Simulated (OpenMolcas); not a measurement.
An OpenMolcas run meant for Co III (ANO-L-VDZP, non-relativistic; inactive shells 1s 2s 2p 3s 3p; intended active space 7 electrons in 5 orbitals (3d)). One step of its input:

```
&RASSCF
FileOrb=start.orb
Symmetry=1
Spin=4
nActEl=7 0 0
Inactive=3 6
Ras2=5 0
CIRoot=10 10 1
SDav=10
CIMx=300
Iter=66 100
PrWF=0.3
OrbListing=Nothing
MaxOrb=0
Atom
Thrs=1.0e-2 5.0e-1 5.0e-1
```

The run finished. Its levels beside those of a sound run (CASSCF), in eV above each run's lowest level:

| Level | This run | Usual run |
| --- | --- | --- |
| 3d⁷ ⁴F_9/2 | 0.0000 | 0.0000 |
| 3d⁷ ⁴F_7/2 | 0.1083 | 0.1088 |
| 3d⁷ ⁴F_5/2 | 0.1883 | 0.1891 |
| 3d⁷ ⁴F_3/2 | 0.2432 | 0.2443 |
| 3d⁷ ²G_9/2 | 2.3919 | 2.3999 |
| 3d⁷ ⁴P_5/2 | 2.3966 | 2.4051 |
| 3d⁷ ⁴P_3/2 | 2.4336 | 2.4423 |
| 3d⁷ ⁴P_1/2 | 2.4841 | 2.4929 |
| 3d⁷ ²G_7/2 | 2.4955 | 2.5034 |
| 3d⁷ ²P_3/2 | 3.1649 | 3.1726 |
| 3d⁷ ²H_11/2 | 3.1823 | 3.1898 |
| 3d⁷ ²P_1/2 | 3.2734 | 3.2809 |
| 3d⁷ ²H_9/2 | 3.2738 | 3.2813 |
| 3d⁷ ²D_5/2(1) | 3.4467 | 3.4540 |

**Question.** Which setting is unsound, and how much does it matter here?

**Answer.** The convergence thresholds are far too loose, so the orbitals stop early. Against the sound run the excited levels shown move by 51 cm-1 on average and by 71 cm-1 at most.

Without dynamic correlation excited terms often stand tens of per cent too high (terms of higher spin than the ground term too low), and those without a measured partner can miss by more than the paired ones. Levels of configurations outside the active space are missing.

A number in round brackets counts repeated terms of one configuration in the order of the reference energies.
